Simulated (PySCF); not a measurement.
Species: C5H12Si.
Geometry (PBE0-D3(BJ)/def2-SVP, Å), atoms numbered from 1 in this order:
```xyz
18
C5H12Si angstrom
C      2.418    0.647   -0.366
Si     0.855    0.372    0.642
C     -0.571    1.564    0.227
C     -1.577    0.682   -0.532
C     -1.554   -0.728    0.069
C     -0.095   -1.200    0.151
H      2.887    1.614   -0.126
H      2.185    0.640   -1.442
H      3.159   -0.145   -0.172
H      1.196    0.402    2.102
H     -1.016    1.940    1.163
H     -0.261    2.447   -0.354
H     -1.280    0.618   -1.595
H     -2.594    1.108   -0.521
H     -1.986   -0.689    1.086
H     -2.186   -1.421   -0.510
H      0.256   -1.519   -0.847
H      0.043   -2.058    0.826
```

Theory: core-valence-separated Tamm–Dancoff BHandHLYP/aug-pcX-1 (pcseg-1 on H, def2-SVPD on Si) in PySCF, non-relativistic, gas phase, PBE0-D3(BJ)/def2-SVP geometry. No empirical shift is added; at this level the pattern usually sits a few eV under experiment.

The lowest roots of each edge with f over 0.003 (five at most, numbered afresh; weaker and dark ones are left out), with transition dipoles (au) in the frame of the coordinates:

| root | edge | E (eV) | f | μx | μy | μz |
| --- | --- | --- | --- | --- | --- | --- |
| 1 | C | 284.98 | 0.0040 | 0.0202 | 0.0032 | -0.0128 |
| 2 | C | 285.04 | 0.0120 | 0.0251 | -0.0316 | -0.0094 |
| 3 | C | 285.05 | 0.0103 | -0.0061 | -0.0345 | -0.0158 |
| 4 | C | 285.44 | 0.0127 | 0.0090 | -0.0241 | 0.0339 |
| 5 | C | 285.45 | 0.0130 | 0.0388 | 0.0187 | -0.0002 |

Problem. Molecules are fixed in this frame and the field points along (1, 1, 0)/√2. What effective strengths 3 f cos²θ do the roots have (θ between field and μ)?

Solution. root 1 (C1): 0.006, root 2 (C3/C6): 0.000, root 3 (C3/C6): 0.017, root 4 (C4/C5): 0.002, root 5 (C4/C5): 0.035. Root 5 is the strongest. Averaged over all orientations cos²θ is 1/3, which gives f back.

Hardware: Intel Xeon Platinum 8488C, one thread, shared host with 96 logical CPUs at a one-minute load of 39. Cost: 24 s, 0.96 GiB resident at most.

One conformer stands for the species.
